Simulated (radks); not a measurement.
Problem. Species: Se3+. Configuration: [Ar] 3d10 4s2 4p1. Calculated with a radial shooting solver on a logarithmic mesh with Libxc functionals: Dirac Kohn-Sham, LB94 model potential, spin-unpolarised, spherical densities, finite nucleus; open shells fill j = l - 1/2 first; Fermi nuclear charge, rms radius 4.14 fm. Some entries of the table are withheld. Estimate them.

| orbital | occ. | eigenvalue (hartree) | <r^2> (bohr^2) | <r> (bohr) |
|---|---|---|---|---|
| 1s1/2 | 2 | -464.2948 | 0.002604 | 0.04399 |
| 2s1/2 | 2 | -61.42900 | (1) | 0.1951 |
| 2p1/2 | 2 | -55.41276 | 0.03454 | 0.1678 |
| 2p3/2 | 4 | -53.85274 | 0.03599 | 0.1716 |
| 3s1/2 | 2 | -9.56372 | 0.3809 | 0.5752 |
| 3p1/2 | 2 | -7.50046 | 0.3981 | (2) |
| 3p3/2 | 4 | -7.28307 | 0.4126 | (3) |
| 3d3/2 | 4 | -3.71286 | (4) | 0.6196 |
| 3d5/2 | 6 | -3.67866 | (5) | 0.6238 |
| 4s1/2 | 2 | (6) | 2.922 | 1.606 |
| 4p1/2 | 1 | -1.61187 | 3.782 | (7) |
| 4p3/2 | 0 | -1.58738 | 3.893 | (8) |

Solution. 
(1) 2s1/2 <r^2> (bohr^2): 0.04490
(2) 3p1/2 <r> (bohr): 0.5826
(3) 3p3/2 <r> (bohr): 0.5933
(4) 3d3/2 <r^2> (bohr^2): 0.4769
(5) 3d5/2 <r^2> (bohr^2): 0.4832
(6) 4s1/2 eigenvalue (hartree): -2.08665
(7) 4p1/2 <r> (bohr): 1.821
(8) 4p3/2 <r> (bohr): 1.849
